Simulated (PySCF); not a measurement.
# Structure from 2D NMR

Compound of formula C$_{4}$H$_{11}$NO$_{2}$Si$_{2}$. Correlations simulated from computed shifts and the bond graph:

HSQC (one-bond C–H):
| δH | δC |
| --- | --- |
| 6.56 | 144.4 |
| 6.55 | 141.5 |
| 6.19 | 141.5 |
| 3.72 | 53.5 |

COSY cross peaks (H two or three bonds apart, from the bond graph; peaks can be absent where the dihedral angle is near 90°):
| δH | δH |
| --- | --- |
| 6.56 | 6.55 |
| 6.56 | 6.19 |
| 6.56 | 5.65 |
| 6.55 | 6.19 |
| 5.65 | 4.44 |
| 5.65 | 4.32 |
| 4.44 | 4.32 |

HMBC (two and three bonds, from the bond graph):
| δH | δC |
| --- | --- |
| 6.56 | 141.5 |
| 6.55 | 144.4 |
| 6.19 | 144.4 |
| 5.65 | 185.7, 144.4, 141.5, 53.5 |
| 4.44 | 185.7, 144.4 |
| 4.32 | 185.7, 144.4 |

Carbons without hydrogens: δ 185.7.

Computed data (PySCF 2.14): GFN2-xTB geometry, σ from GIAO-PBE0/pcSseg-1. Fast rotation and ring inversion assumed for equivalent nuclei, no relativistic terms, no solvent model, a single conformation.

References, each an isolated molecule treated in the same way: 1H (σref 31.72), 13C (σref 186.93) against TMS.

Exchangeable hydrogens are left out of these lists.

**Question.** Which molecule is this?

**Answer.** SMILES C=C[Si@@H](OC)[SiH2]C(N)=O.

Numbering as in the mapped SMILES `[CH2:1]=[CH:2][Si@@H:3]([O:4][CH3:5])[SiH2:6][C:7]([NH2:8])=[O:9]`. Each H is labelled by its parent atom. Ha(C1) is cis to Si3; Ha(Si6) is pro-R; Hb(Si6) is pro-S; Hb(C1) is trans to Si3.

- δC 185.7 is C7, a carbonyl carbon.
- δC 144.4 is C2, an alkene CH (δH 6.56).
- δC 141.5 is C1, a terminal =CH2 carbon (δH 6.55, 6.19).
- δC 53.5 is C5, a methyl carbon bonded to O (δH 3.72).
- HMBC from δH 5.65 reaches the proton-free carbon C7.
- HMBC from δH 4.44 reaches the proton-free carbon C7.
- HMBC from δH 4.32 reaches the proton-free carbon C7.
- COSY links 6.56–6.55, 6.56–6.19, 6.56–5.65, 6.55–6.19, 5.65–4.44, 5.65–4.32.

The shifts were computed for this structure.

OH/NH shifts are gas-phase values; hydrogen bonding in solution moves them, usually downfield. Shifts are as computed. Against solution values, carbons near 30 ppm lie about +3 ppm off and those near 130 ppm about +5 ppm. Of 1211 compounds with measured shifts, 218 miss one by over three times the rms of a fit or turn the order of signals round; such compounds aren't used in these exercises. Hydrogen bonding in solution deshields acid and N–H amide carbonyl carbons by as much as 10 ppm beyond these values.
